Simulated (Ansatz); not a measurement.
Breaking the B1–F2 bond in BFHI (SMILES FBI) (multiplicity 1 held, fragments rigid). Energies count from the point at 1.312 Å.
Geometry at that point (charge 0, multiplicity 1):
```xyz
4

B     -0.2447    -1.3335     0.8064
F      0.7923    -1.7438     1.4967
H     -1.2601    -1.9458     0.8179
I     -0.0877     0.4586    -0.3457
```

Restricted levels (R-, RO-) in cc, def2 and unpolarised 6-31G sets keep to the state of the molecule at rest. Unrestricted levels (U-) break spin symmetry where that is lower. Curves can end on different states.

Frozen-core correlation. Filled d and f shells under p-block atoms count as core.

The values were computed with Ansatz (Gaussian basis) for Hartree–Fock, density functionals and correlated methods.  In def2 rows elements past Kr take small-core potentials, without spin–orbit coupling.

Energies in kcal/mol.

```tsv
R (Å)	U-HF/def2-SVP	U-MP2/def2-SVP	R-SCS-MP2/def2-SVP	U-SCS-MP2/def2-SVP	U-CCSD(T)/def2-SVP
1.049	63.3	69.7	69.9	69.9	70.1
1.180	10.2	13.1	13.2	13.2	13.3
1.312	0.0	0.0	0.0	0.0	0.0
1.443	8.9	6.6	6.5	6.5	6.4
1.574	26.1	21.8	21.6	21.6	21.3
1.771	56.5	49.7	49.2	49.2	48.6
1.967	86.4	77.3	76.6	76.6	75.4
2.295	116.6	141.1	115.5	139.5	114.2
2.623	123.8	160.3	144.8	157.4	141.3
3.017	126.1	166.7	169.6	163.3	156.7
3.541	127.0	168.9	189.4	165.4	161.0
4.197	127.3	169.6	197.3	166.0	161.9
```

Doubts at one or more of the structures used: a spin-contaminated determinant (U-HF/def2-SVP, U-MP2/def2-SVP, U-SCS-MP2/def2-SVP, U-CCSD(T)/def2-SVP); a restricted determinant that unrestricted orbitals would lower (R-SCS-MP2/def2-SVP); T1 above 0.05 (U-CCSD(T)/def2-SVP).

Ansatz is a quantum-chemistry and plane-wave program.
